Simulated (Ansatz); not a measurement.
Start from `COBCl` and change one atom or group to get `COBCS`.

Ansatz, PBE0-D4/def2-TZVP geometries, multiplicity 1. Each molecule was computed in one conformer, which needn't be the lowest.

```tsv
property	`COBCl`
LUMO energy (PBE/def2-TZVPP) / eV	-1.28
HOMO–LUMO gap (PBE0/def2-TZVPP) / eV	8.48
size of the dipole moment (PBE/def2-TZVPP) / D	2.59
HOMO energy (ωB97M-V/def2-TZVPP) / eV	-11.08
size of the dipole moment (B3LYP/def2-TZVPP) / D	2.69
HOMO energy (B3LYP/def2-TZVPP) / eV	-8.51
```

Give the same properties after the change, and the shifts. (An estimate is asked.)

Ansatz gave: 
```
                                        property  `COBCS`  shift
               LUMO energy (PBE/def2-TZVPP) / eV    -1.13   0.15
            HOMO–LUMO gap (PBE0/def2-TZVPP) / eV     6.57  -1.91
  size of the dipole moment (PBE/def2-TZVPP) / D     1.75  -0.84
           HOMO energy (ωB97M-V/def2-TZVPP) / eV    -8.93   2.15
size of the dipole moment (B3LYP/def2-TZVPP) / D     1.87  -0.82
             HOMO energy (B3LYP/def2-TZVPP) / eV    -6.49   2.02
```

With PBE0 the HOMO rises by 2.05 eV and the LUMO rises by 0.13 eV, so the gap narrows by about 1.92 eV. PBE moves the HOMO by 1.83 eV and ωB97M-V by 2.15 eV. Dipoles are sizes alone; their direction can turn.

B3LYP here is the variant with VWN-RPA as its local correlation; programs differ in this.
